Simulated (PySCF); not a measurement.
**Steps of a relaxation of [TaO2Cl2]−**

[TaO2Cl2]− (singlet). PySCF 2.14.0, RKS PBE0, Ta def2-SVP with ECP60, O def2-SVP, Cl def2-SVP; non-relativistic Hamiltonian with scalar-relativistic core potentials where named; density fitting; no spin-orbit coupling. Origin of the start: template. Columns: position (Å) and force (eV/Å). Energies are counted from the last step; some of the 7 steps are shown. Forces carry noise of the integration grid, about 0.01 to 0.03 eV/Å.

Run from Python with OMP_NUM_THREADS=2. Where DIIS fails, smearing, a level shift and second-order steps follow.
It took 20 s on 2 threads of Arm Neoverse V1, on a shared host, from the converged density of the start.

```xyz
5
step 0  E = 3.179 eV
Ta    0.0000    0.0000    0.2251     0.00    0.00  -18.90
O     0.8972    0.8972    1.1223     9.65    9.65   10.67
O    -0.8972   -0.8972    1.1223    -9.65   -9.65   10.67
Cl    1.3209   -1.3209   -1.0958     1.43   -1.43   -1.23
Cl   -1.3209    1.3209   -1.0958    -1.43    1.43   -1.23
```

```xyz
5
step 2  E = 0.037 eV
Ta    0.0000    0.0000    0.1538     0.00    0.00    1.72
O     1.0035    1.0035    1.2110    -0.44   -0.44   -0.55
O    -1.0035   -1.0035    1.2110     0.44    0.44   -0.55
Cl    1.3865   -1.3865   -1.1489     0.31   -0.31   -0.31
Cl   -1.3865    1.3865   -1.1489    -0.31    0.31   -0.31
```

```xyz
5
step 4  E = 0.000 eV
Ta    0.0000    0.0000    0.1738     0.00    0.00   -0.04
O     0.9967    0.9967    1.2128     0.00    0.00    0.03
O    -0.9967   -0.9967    1.2128     0.00    0.00    0.03
Cl    1.4040   -1.4040   -1.1606     0.02   -0.02   -0.01
Cl   -1.4040    1.4040   -1.1606    -0.02    0.02   -0.01
```

Question: Where does the relaxation end?

Answer: It converges at step 6 in C2v:
```xyz
5
step 6  E = 0
Ta    0.0000    0.0000    0.1711
O     0.9943    0.9943    1.2147
O    -0.9943   -0.9943    1.2147
Cl    1.4071   -1.4071   -1.1612
Cl   -1.4071    1.4071   -1.1612
```

Question: How did the contacts change?

Answer: 
```json
{"contact": "Ta1–O2 (O)", "start (Å)": "1.554", "end (Å)": "1.751"}
{"contact": "Ta1–O3 (O)", "start (Å)": "1.554", "end (Å)": "1.751"}
{"contact": "Ta1–Cl4 (Cl)", "start (Å)": "2.288", "end (Å)": "2.395"}
{"contact": "Ta1–Cl5 (Cl)", "start (Å)": "2.288", "end (Å)": "2.395"}
```
